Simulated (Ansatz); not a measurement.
Ansatz (a first-principles code) input (PBE/def2-SVP):

Ansatz 0.2 input:
```yaml
crystal:
  periodic: [false, false, false]
  atoms:
    - {symbol: F, position_ang: [-1.06983530, -0.20220814, 0.03222829]}
    - {symbol: C, position_ang: [-0.02402531, 0.42395307, -0.00257683]}
    - {symbol: F, position_ang: [1.08585217, -0.08042724, -0.03051041]}
basis:
  gaussian:
    orbitals: def2-SVP
hamiltonian:
  xc: {name: PBE}
total_charge: 1
magnetization: {spin_polarized: true, initial_magnetization: 1}
output: {forces: true}
```

Output:

```
Functional definition: PBE
integrals: 0.01 GiB planned
454 factors; their error is unknown
mean field: 0.09 GiB planned
mean field evaluation 1: about -6439.2671 eV, gradient 4.9e1 eV
mean field evaluation 2: about -6411.1140 eV, gradient 1.1e2 eV
mean field evaluation 4: about -6445.9881 eV, gradient 1.5e0 eV
mean field evaluation 8: about -6445.9729 eV, gradient 6.5e-3 eV
mean field -6445.97285352 eV, -236.8851331297 hartree, gradient 2.5e-5 eV, S^2 0.752577; 0 other end points of the search recorded, 0 dependent functions left out
the calculation of the forces begins
reference -6445.97286758 eV, -236.8851336462 hartree; 12, 11 occupied and 30, 31 virtual orbitals, 454 factors
Total energy: -6445.97286758 eV, -236.8851336462 hartree
Atom 0 at    -1.069835    -0.202208     0.032228 Å, force    -0.609339    -0.344943     0.020126 eV/Å
Atom 1 at    -0.024025     0.423953    -0.002577 Å, force    -0.035082     0.619058    -0.003763 eV/Å
Atom 2 at     1.085852    -0.080427    -0.030510 Å, force     0.644421    -0.274115    -0.016363 eV/Å
Dipole moment:    -0.010214     0.180241    -0.001096 e Å
```

The dipole moment of an ion depends on the origin.

The geometry given is a B3LYP-D3(BJ)/def2-TZVP minimum.
